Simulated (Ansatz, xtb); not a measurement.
## Relative energy of two structures of C3H10AlNSi

Structure I is a singlet given by its coordinates and structure II is `[AlH2][N]1CCC[SiH2]1`, a singlet. Both are isolated molecules in the gas phase, relaxed with r2SCAN-D4/def2-SVP; the shapes shown needn't be the lowest conformers.

I (Å):

```xyz
16

C     1.6580   -2.0791    0.3289
C     1.1786   -0.9315    0.8816
C     2.0684    0.0257    1.6115
Al    1.1303   -0.7911   -1.7125
N    -0.6182   -0.6286   -1.1467
Si   -0.6694   -0.5062    0.5640
H     2.7196   -2.3569    0.3987
H     0.9895   -2.8259   -0.1187
H     1.7233    0.1211    2.6562
H     2.0028    1.0364    1.1756
H     3.1221   -0.2939    1.6174
H    -0.9332    0.8411    1.1687
H    -1.5656   -1.4827    1.2664
H    -1.4494   -0.5563   -1.7264
H     2.0809    0.4896   -1.6628
H     1.5054   -1.9865   -2.7011
```

Close contacts (Å): C1–C2 1.36, C1–Al4 2.47, C2–C3 1.50, C2–Si6 1.92, Al4–N5 1.84, Al4–Si6 2.92, N5–Si6 1.72, C1–H7 1.10, C1–H8 1.10, C3–H9 1.10, C3–H10 1.10, C3–H11 1.10, Al4–H15 1.60, Al4–H16 1.60, N5–H14 1.02, Si6–H12 1.50, Si6–H13 1.50.

II (Å):

```yaml
atoms:
  - { symbol: C, position_ang: [-1.3108, 0.9592, 0.5543] }
  - { symbol: C, position_ang: [-0.9133, 1.3859, -0.8640] }
  - { symbol: C, position_ang: [-0.0910, 0.2397, -1.4843] }
  - { symbol: Al, position_ang: [0.2888, 0.6549, 2.9531] }
  - { symbol: N, position_ang: [-0.1139, 0.4060, 1.2253] }
  - { symbol: Si, position_ang: [0.8757, -0.4137, 0.0108] }
  - { symbol: H, position_ang: [1.6247, -0.0190, 3.4812] }
  - { symbol: H, position_ang: [-0.6902, 1.5335, 3.8423] }
  - { symbol: H, position_ang: [-2.1125, 0.1942, 0.4912] }
  - { symbol: H, position_ang: [-1.7278, 1.8048, 1.1289] }
  - { symbol: H, position_ang: [-1.8025, 1.6408, -1.4663] }
  - { symbol: H, position_ang: [-0.2912, 2.2963, -0.7965] }
  - { symbol: H, position_ang: [-0.7583, -0.5568, -1.8595] }
  - { symbol: H, position_ang: [0.5284, 0.5682, -2.3335] }
  - { symbol: H, position_ang: [0.8489, -1.9087, 0.1044] }
  - { symbol: H, position_ang: [2.3096, 0.0083, 0.0801] }
```

Quicker runs give these differences E(II) − E(I): GFN2-xTB −13.1 kcal/mol; HF/STO-3G −40.8 kcal/mol (at GFN2-xTB geometries); r2SCAN-D4/def2-SVP//GFN2-xTB −4.0 kcal/mol.

Task: Estimate E(II) − E(I) at the level CCSD(T)/def2-SVP + ΔMP2/def2-TZVPP.

Result: Calculated at CCSD(T)/def2-SVP + ΔMP2/def2-TZVPP: E(II) − E(I) = −7.4 kcal/mol, so structure II lies lower.

How the difference moves with the method:

```tsv
level	geometry	E(II) − E(I) (kcal/mol)	departure from the last row (kcal/mol)	job, with rough time for the two
GFN2-xTB	GFN2-xTB	−13.1	−5.7	optimisation, 0.45 s
HF/STO-3G	GFN2-xTB	−40.8	−33.5	single point, 0.4 s
r2SCAN-D4/def2-SVP//GFN2-xTB	GFN2-xTB	−4.0	+3.4	single point, 4.9 s
r2SCAN-D4/def2-SVP	r2SCAN-D4/def2-SVP	−9.6	−2.2	optimisation, 86 s
HF/def2-SVP	r2SCAN-D4/def2-SVP	−10.8	−3.5	part of the CCSD(T) run
MP2/def2-SVP	r2SCAN-D4/def2-SVP	−12.3	−5.0	part of the CCSD(T) run
CCSD(T)/def2-SVP	r2SCAN-D4/def2-SVP	−11.4	−4.0	single point
CCSD(T)/def2-SVP + ΔMP2/def2-TZVPP	r2SCAN-D4/def2-SVP	−7.4		single point, 65 s
```

The levels shown agree on the order. The largest departure from CCSD(T)/def2-SVP + ΔMP2/def2-TZVPP is that of HF/STO-3G, 33.5 kcal/mol. The last row adds to CCSD(T) the change of the MP2 difference between the two basis sets, here +4.0 kcal/mol, a large step that makes the value less sure.

With thermal terms from frequencies at re-optimised GFN2-xTB minima (ideal gas, soft modes damped towards free rotors, one conformer each, 298.15 K, 1 atm): on the last row, ΔE + ΔZPE = −4.9, ΔH = −5.5, ΔG = −4.8 kcal/mol.

The correlated steps freeze 14 core orbitals. Run with Ansatz 0.2.0, xtb 6.7.1; the last row on 4 threads of Arm Neoverse V1 on a shared host.
